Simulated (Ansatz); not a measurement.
`[SiH3][SiH2][SiH2][GeH3]` + H₂S → `[SiH3][SiH2]S` + `[SiH3][GeH3]`  (cleavage of the Si–Si bond)

Isolated molecules relaxed with PBE0-D4/def2-TZVP in Ansatz; ΔE leaves out vibrations. CBS: MP2 limit from def2 TZ/QZ plus the TZ coupled-cluster correction, frozen cores. This one scheme is used for every species. DFT in def2-TZVPP. B3LYP here is the variant with VWN-RPA as its local correlation; programs differ in this. For Ge outer-core shells are correlated without core-valence functions, which leaves a few kJ/mol of doubt a bond. Scalar relativity is left out up to krypton. Each species was taken in one conformer, which may not be the lowest.

`[SiH3][SiH2][SiH2][GeH3]`:

Z-matrix (Å, degrees):
```
Si
Si 1 2.338
H 1 1.488 2 109.9
H 1 1.488 2 111.3 3 120.6
H 1 1.488 2 109.5 3 -119.1
Si 2 2.337 1 109.6 3 58.5
H 2 1.490 1 110.1 3 -63.6
H 2 1.490 1 109.2 3 177.7
Ge 6 2.380 2 109.8 1 54.9
H 6 1.490 2 109.4 1 -64.6
H 6 1.490 2 110.8 1 176.1
H 9 1.538 6 110.1 2 -64.6
H 9 1.538 6 111.3 2 175.1
H 9 1.538 6 110.3 2 54.7
```

H₂S:

```xyz
3

S    -0.105    0.558    0.247
H     0.980   -0.224    0.147
H    -0.875   -0.335   -0.393
```

`[SiH3][SiH2]S`:

Cartesian coordinates in Å:
```
Si -0.467 0.743 -1.279
Si 0.556 -0.498 0.418
S -0.706 -0.310 2.140
H -1.827 0.208 -1.552
H 0.349 0.654 -2.519
H -0.577 2.168 -0.871
H 0.692 -1.925 0.016
H 1.919 0.026 0.703
H 0.062 -1.066 2.943
```

`[SiH3][GeH3]`:

```xyz
8

Si    1.039   -0.590    0.113
Ge   -1.020    0.579   -0.111
H     1.639   -0.828   -1.227
H     0.813   -1.901    0.777
H     1.992    0.205    0.931
H    -0.797    1.941   -0.789
H    -1.654    0.824    1.269
H    -2.012   -0.229   -0.963
```

```json
{"level": "BLYP-D4", "ΔE (kJ/mol)": "-35.9", "difference from CCSD(T)/CBS": "2.4"}
{"level": "B97M-V", "ΔE (kJ/mol)": "-35.2", "difference from CCSD(T)/CBS": "3.1"}
{"level": "PBE0-D4", "ΔE (kJ/mol)": "-31.8", "difference from CCSD(T)/CBS": "6.5"}
{"level": "BHLYP-D4", "ΔE (kJ/mol)": "-41.0", "difference from CCSD(T)/CBS": "-2.7"}
{"level": "ωB97X-V", "ΔE (kJ/mol)": "-39.4", "difference from CCSD(T)/CBS": "-1.1"}
{"level": "ωB97M-V", "ΔE (kJ/mol)": "-42.6", "difference from CCSD(T)/CBS": "-4.3"}
{"level": "PBE", "ΔE (kJ/mol)": "-33.8", "difference from CCSD(T)/CBS": "4.5"}
{"level": "r2SCAN", "ΔE (kJ/mol)": "-39.0", "difference from CCSD(T)/CBS": "-0.7"}
{"level": "B3LYP", "ΔE (kJ/mol)": "-45.1", "difference from CCSD(T)/CBS": "-6.8"}
{"level": "r2SCANh", "ΔE (kJ/mol)": "-39.6", "difference from CCSD(T)/CBS": "-1.3"}
{"level": "RPA@PBE/def2-TZVPP", "ΔE (kJ/mol)": "-35.6", "difference from CCSD(T)/CBS": "2.7"}
{"level": "HF/def2-SVP", "ΔE (kJ/mol)": "-49.4", "difference from CCSD(T)/CBS": "-11.1"}
{"level": "CCSD/def2-SVP", "ΔE (kJ/mol)": "-32.7", "difference from CCSD(T)/CBS": "5.6"}
{"level": "HF/def2-TZVPP", "ΔE (kJ/mol)": "-56.0", "difference from CCSD(T)/CBS": "-17.7"}
{"level": "CCSD(T)/def2-TZVPP", "ΔE (kJ/mol)": "-36.0", "difference from CCSD(T)/CBS": "2.3"}
{"level": "HF/CBS(def2)", "ΔE (kJ/mol)": "-56.7", "difference from CCSD(T)/CBS": "-18.4"}
{"level": "CCSD(T)/CBS", "ΔE (kJ/mol)": "-38.3", "difference from CCSD(T)/CBS": "0"}
```

Task: What do rigid-rotor, harmonic-oscillator terms from PBE0-D4/def2-TZVP frequencies (298.15 K, 1 bar) make of the CCSD(T)/CBS value? (An estimate is asked.)

Result: The calculation gave: ΔZPE = +3.2 kJ/mol, ΔH = -38.2 kJ/mol, ΔS = -4 J/(mol·K), ΔG = -37.0 kJ/mol. Modes under 50 cm⁻¹ make the entropy rough.

Largest T1 diagnostic among the species: 0.013.

Leaving LDA and LC-ωPBE aside and taking each functional with its dispersion term where it has one, the values, not all of them listed here, spread over 15.5 kJ/mol, from B2PLYP to PBE-D4. LDA lies +3.9 kJ/mol from PBE without D4. From BLYP to BHLYP (50 % exact exchange), in def2-TZVPP and without D4, ΔE moves by −4.8 kJ/mol.
